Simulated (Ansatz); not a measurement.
`C#C[SiH](F)CF` + CH₃NH₂ → `C#CNC` + `FC[SiH2]F`  (substitution at a C–Si bond)

Calculated with Ansatz (gas phase, PBE0-D4/def2-TZVP geometries, no zero-point term in ΔE). CCSD(T)/CBS is the MP2 limit (def2-TZVPP, def2-QZVPP) plus CCSD(T) − MP2 in def2-TZVPP, frozen cores. Functionals use def2-TZVPP. B3LYP here is the variant with VWN-RPA as its local correlation; programs differ in this. HSE06 is defined as in plane-wave codes. Each species was taken in one conformer, which may not be the lowest.

Is it downhill or uphill in electronic energy at CCSD(T)/CBS, and by how much? (Best estimate.)

Computed: Uphill: ΔE = +92.3 kJ/mol.

What do these levels give: revPBE-D4, r2SCAN-D4, PBE0-D4, B3LYP-D4, HSE06-D4, ωB97M-V, B2PLYP, PBE-QIDH, PBE, r2SCANh, BHLYP, CCSD(T)/def2-TZVPP? (An estimate is asked.)

Computed: revPBE-D4 73.1, r2SCAN-D4 79.4, PBE0-D4 73.4, B3LYP-D4 77.1, HSE06-D4 73.5, ωB97M-V 82.8, B2PLYP 82.9, PBE-QIDH 81.0, PBE 69.8, r2SCANh 78.8, BHLYP 77.9, CCSD(T)/def2-TZVPP 90.9 kJ/mol.

Largest T1 diagnostic among the species: 0.012.

In def2-TZVPP, CCSD(T) changes the Hartree–Fock value by +8.5 kJ/mol (the triples alone add +0.8 kJ/mol) and MP2 by +9.3 kJ/mol. From BLYP to BHLYP (50 % exact exchange), in def2-TZVPP and without D4, ΔE moves by +3.5 kJ/mol. At CCSD(T), def2-SVP lies −19.2 kJ/mol from the extrapolated value and def2-TZVPP −1.5 kJ/mol.
